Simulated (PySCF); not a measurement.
Compound: C3H7F3OSi.
SMILES: `O(C)[SiH2]CC(F)(F)F`

A linear-response calculation (PySCF, def2-SVPD basis, gas phase, vertical, core orbitals frozen in the response) gave these numbers; the functional is withheld.

Orbital energies (eV): HOMO-3 -10.03, HOMO-2 -9.94, HOMO-1 -9.08, HOMO -8.39, LUMO 0.14, LUMO+1 0.54, LUMO+2 0.92.

| state | E (eV) | f | main configurations (H = HOMO, L = LUMO) |
| --- | --- | --- | --- |
| S1 | 7.06 | 0.0032 | H→L (97%) |
| S2 | 7.75 | 0.012 | H→L+1 (90%) |
| S3 | 7.85 | 0.025 | H-1→L (96%) |
| S4 | 8.03 | 0.028 | H→L+2 (91%) |
| S5 | 8.56 | 0.030 | H-1→L+1 (93%) |
| S6 | 8.66 | 0.036 | H→L+3 (69%), H-3→L (28%) |

Triplets, Tamm–Dancoff:

| state | E (eV) | λ (nm) | main configurations (H = HOMO, L = LUMO) |
| --- | --- | --- | --- |
| T1 | 6.73 | 184.4 | H→L (91%) |
| T2 | 7.46 | 166.2 | H-1→L (91%) |
| T3 | 7.52 | 164.9 | H→L+1 (78%), H→L+4 (8%) |
| T4 | 7.79 | 159.2 | H→L+2 (85%) |

Vertical ionisation energy by ΔSCF with the same functional: 10.51 eV. Mean static polarisability: 69.8 au.

Question: Name the functional.
A. HF
B. CAM-B3LYP
C. PBE
D. PBE0

Answer: D. PBE0 is a global hybrid with 25% exact exchange. In this run −ε(HOMO) = 8.39 eV differs from the ΔSCF value by -2.12 eV, and S1 differs from the orbital gap of 8.53 eV by -1.47 eV. The ratio −ε(HOMO)/IP is 0.80. Small neutral molecules mostly give 0.7 to 0.83 with PBE0, 0.5 to 0.7 with PBE, 0.85 to 0.93 with CAM-B3LYP; with Hartree–Fock the ratio is 1 or more (Koopmans' value less the relaxation energy is the ΔSCF value).

The calculation used PySCF, TDDFT PBE0/def2-SVPD, vertical, gas phase, core orbitals frozen in the response. Isolated species at its PBE0-D3(BJ)/def2-SVP geometry (one conformer only).

Shape of the structure used: `[CH3:1][O:2][SiH2:3][CH2:4][C:5]([F:6])([F:7])[F:8]`: C1–O2–Si3–C4 178°, O2–Si3–C4–C5 -179°, Si3–C4–C5–F6 60°.

Without π bonds the low states are Rydberg-like; a valence basis with one diffuse set may place them up to an eV too high.
